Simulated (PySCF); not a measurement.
# Spinor energies of W (tungsten, neutral)

Start: [Xe] 4f14 5d5 6s1; 5d5/2 filled at m_j = -3/2, -1/2, +1/2, +3/2, +5/2; 6s1/2 filled at m_j = +1/2. Calculated with PySCF 2.14 in x2c-SVPall-2c with one added diffuse shell each of s, d type (8s9p10d2f, 99 functions): generalised Hartree-Fock with the X2C-1e Hamiltonian and a Gaussian nucleus; one run each with spin-orbit coupling (SO) switched off, then screened by Boettger's factors. This is a chosen level, not necessarily the ground level.

```tsv
spinor shell	electrons	ε, spin-free (eV)	ε, screened SO (eV)	weight of nominal j (screened SO)	rms radius, screened SO (bohr)
1s1/2	2	-69893.7	-69872.3	1.000	0.0208
2s1/2	2	-12203.1	-12196.4	1.000	0.0838
2p1/2	2	-10676.2	-11643.0	1.000	0.0713
2p3/2	4	-10676.2	-10283.8	1.000	0.0787
3s1/2	2	-2870.8	-2868.6	1.000	0.214
3p1/2	2	-2410.7	-2622.2	1.000	0.206
3p3/2	4	-2410.7	-2323.3	1.000	0.221
3d3/2	4	-1875.3	-1912.8	1.000	0.195
3d5/2	6	-1875.3	-1848.4	1.000	0.199
4s1/2	2	-622.51	-621.82	1.000	0.478
4p1/2	2	-468.84	-518.26	1.000	0.487
4p3/2	4	-468.84	-448.27	1.000	0.519
4d3/2	4	-270.13	-277.77	0.999	0.544
4d5/2	6	-270.13	-264.47	1.000	0.556
5s1/2	2	-91.083	-90.976	1.000	1.15
5p1/2	2	-50.317	-58.403	0.915	1.33
5p3/2	4	-50.317	-46.757	0.957	1.36
4f5/2	6	-47.244	-48.245	0.984	0.670
4f7/2	8	-47.244	-45.967	0.988	0.671
5d5/2	5	-8.411	-8.404	0.537	2.32
6s1/2	1	-7.971	-7.956	1.000	3.55
```

```
   quantity     spin-free   screened SO
E (hartree)  -16129.85518  -16148.75862
        M_J             3             3
       ⟨J²⟩        12.004        12.005
       ⟨L²⟩         0.000         0.167
       ⟨S²⟩        12.004        11.919
```

Each row is a mean over spinors that exchange with the open shell spreads, by up to 6.976 eV (5p3/2).

Rows whose weight is well below 1 are mixtures of j = l ± 1/2: exchange outweighs spin-orbit coupling there, and the label is only the starting occupation.

Breit and QED terms are absent; they matter most for the inner s and p1/2 levels.

Densities and radii are taken from the X2C orbitals without a picture-change correction, which distorts them close to the nucleus.

Without spin-orbit coupling the j labels of p, d and f shells carry no meaning; the spin-free column gives the mean over the occupied spinors of each nl shell.
